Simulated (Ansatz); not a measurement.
Species: borinic acid, sum formula H$_{3}$BO, charge 0, multiplicity 1. 
Geometry from a B3LYP-D3(BJ)/def2-TZVP (Ansatz, an electronic-structure program) optimisation:
SMILES: OB
```xyz
5

B     -0.7100     0.0755    -0.0345
O      0.6342     0.0146     0.0881
H     -1.3022    -0.7421    -0.6782
H     -1.2599     0.9729     0.5246
H      1.0388    -0.7247    -0.3785
```

Basis-set convergence of Hartree-Fock and CCSD(T) correlation energies (hartree) with Ansatz. Correlated levels leave the core frozen unless marked. No spin-orbit coupling. No relativistic terms.

```csv
basis,functions,E(HF),"E(corr, CCSD(T))",rough core time
def2-SVPD,67,-101.25628,-0.31909,under 20 s
def2-TZVPPD,128,-101.37321,-0.38058,under 20 s
def2-QZVPPD,228,-101.37813,-0.40354,50 s
```

Extrapolating the two largest sets (X = 3 and 4) as X^-3: E(corr) = (64·(-0.40354) - 27·(-0.38058))/37 = -0.4203 Eh, an estimate of the basis-set limit. The largest set recovers 96.0 % of it, the smallest 75.9 %.
